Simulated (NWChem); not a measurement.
**Polarisability of GeS**

```xyz
2

Ge     0.0000     0.0000     0.6727
S      0.0000     0.0000    -1.3454
```
Charge 0, spin multiplicity 1.

Everything below was run with NWChem. All single points use one geometry, from PBE0/def2-SVP, a minimum by its harmonic frequencies.

Basis set: def2-SVPD. Static limit.

The Hamiltonian is non-relativistic. The correlated methods keep 14 core orbitals frozen. B3LYP has NWChem's definition, with VWN1-RPA local correlation. The structure started from a generated list of species. Coupled-cluster values serve here as a point of comparison, not as the truth.

Task: For the isotropic polarisability, HF gives 51.28 bohr³ and PBE0 gives 51.70 bohr³. What do B3LYP, PBE, CCSD linear response give?

Result: B3LYP: 52.11 bohr³; PBE: 52.65 bohr³; CCSD linear response: 53.82 bohr³.
